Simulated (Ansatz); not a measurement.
Z-matrix (Å, degrees):
```
C
C 1 1.518
H 1 1.093 2 111.7
H 1 1.094 2 111.3 3 -120.0
H 1 1.093 2 111.7 3 120.2
Sb 2 2.178 1 112.9 3 -57.7
H 2 1.092 1 111.6 3 -179.0
H 2 1.093 1 111.1 3 61.0
Si 6 2.569 2 93.2 1 -74.1
C 6 2.166 2 95.0 1 -167.3
H 9 1.492 6 110.4 2 -43.3
H 9 1.489 6 110.3 2 -163.0
H 9 1.489 6 111.4 2 77.0
H 10 1.090 6 108.6 2 -75.7
H 10 1.090 6 110.7 2 44.6
H 10 1.090 6 109.5 2 165.5
```

Total charge 0; spin multiplicity 1. Sb: def2 effective core potential.

(1) List the ωB97M-V/def2-TZVPP orbital energies in eV (Ansatz). (Best estimate.)

## Answers

(1) The calculation gave: Occupied: -1806.80, -281.55, -281.36, -281.31, -159.24, -147.89, -110.70, -110.69, -110.56, -102.01, -102.00, -101.99, -38.10, -38.10, -37.99, -37.98, -37.92, -24.03, -22.22, -19.99, -18.14, -16.35, -15.09, -14.17, -13.94, -13.90, -12.93, -12.35, -12.00, -11.96, -10.29, -9.68, -8.52. Lowest empty: 1.27, 1.37, 2.25, 2.55, 2.90, 3.07, 3.46, 3.79.
